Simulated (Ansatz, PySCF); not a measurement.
System: CHI2, net charge -1, singlet state. It need not be the lowest isomer of its formula. Whether it binds its extra electron was not tested at this geometry. 
Structure (B3LYP-D3(BJ)/def2-TZVP (Ansatz, a first-principles code) minimum search):
```
C
H 1 1.1064
I 1 2.3000 2 94.99
I 1 2.3000 2 94.99 3 -108.56
```
Charge -1, spin multiplicity 1.

Total electronic energies in hartree. Correlated levels leave the core frozen unless marked. No spin-orbit coupling. The frozen core is the preceding noble-gas configuration, with the filled d and f shells of earlier blocks. Past Kr the def2 sets carry scalar-relativistic core potentials. CBS(X,Y): correlation extrapolated as X^-3; Hartree-Fock from the larger set. [CCSD(T)-MP2]/basis is that difference in the basis named.

```json
[
 {"level": "BP86/def2-TZVPD", "program": "PySCF", "energy (Eh)": "(withheld)"},
 {"level": "PW6B95-D3(BJ)/def2-TZVPD", "program": "PySCF + dftd3", "energy (Eh)": "(withheld)"},
 {"level": "M06-2X/def2-TZVPD", "program": "PySCF", "energy (Eh)": "-633.96654"},
 {"level": "B2GP-PLYP-D3(BJ)/def2-TZVPD", "program": "Ansatz + dftd3", "energy (Eh)": "-633.39566"},
 {"level": "B2PLYP-D3(BJ)/def2-TZVPD", "program": "Ansatz + dftd3", "energy (Eh)": "(withheld)"},
 {"level": "RI-MP2/CBS(def2-TZVPPD,def2-QZVPPD)", "program": "Ansatz", "energy (Eh)": "-632.3073"},
 {"level": "CCSD(T)/def2-TZVPP", "program": "Ansatz", "energy (Eh)": "-632.27039"},
 {"level": "RI-MP2/CBS(def2-TZVPPD,def2-QZVPPD)+[CCSD(T)-MP2]/def2-SVPD", "program": "Ansatz", "energy (Eh)": "-632.3528"},
 {"level": "RI-MP2/CBS(def2-TZVPPD,def2-QZVPPD)+[CCSD(T)-MP2]/def2-TZVPPD", "program": "Ansatz", "energy (Eh)": "-632.3662"}
]
```

Task: What belongs in the gaps?

Result: 
- BP86/def2-TZVPD, energy (Eh): -634.42016
- PW6B95-D3(BJ)/def2-TZVPD, energy (Eh): -634.56261
- B2PLYP-D3(BJ)/def2-TZVPD, energy (Eh): -633.55883
